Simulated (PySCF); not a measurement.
Precursor series Zn NH2-Br. Isolated molecules, 0 K electronic values unless said otherwise. One relaxed conformer stands for each flexible species; it need not be the lowest.

The HOMO from two functionals at the same geometries (PBE-D3(BJ)/def2-SVP), both in PySCF: PBE-D3(BJ)/def2-TZVP and B3LYP-D3(BJ)/def2-TZVP. B3LYP has the VWN-RPA correlation part, as in Gaussian. 

```json
[
 {"species": "0 of 2 NH2 replaced by Br", "PBE-D3(BJ)/def2-TZVP (eV)": "-5.53", "B3LYP-D3(BJ)/def2-TZVP (eV)": "-6.63"},
 {"species": "1 of 2 NH2 replaced by Br ([Zn(NH2)(Br)])", "PBE-D3(BJ)/def2-TZVP (eV)": "-6.15", "B3LYP-D3(BJ)/def2-TZVP (eV)": "-7.25"},
 {"species": "2 of 2 NH2 replaced by Br", "PBE-D3(BJ)/def2-TZVP (eV)": "-7.31", "B3LYP-D3(BJ)/def2-TZVP (eV)": "-8.30"}
]
```

Over these rows, drawn at random from the members with no instability flagged (it was tested for open shells, ions and some series alone), PBE minus B3LYP-D3(BJ): mean +1.07 eV, from +0.99 eV to +1.10 eV.
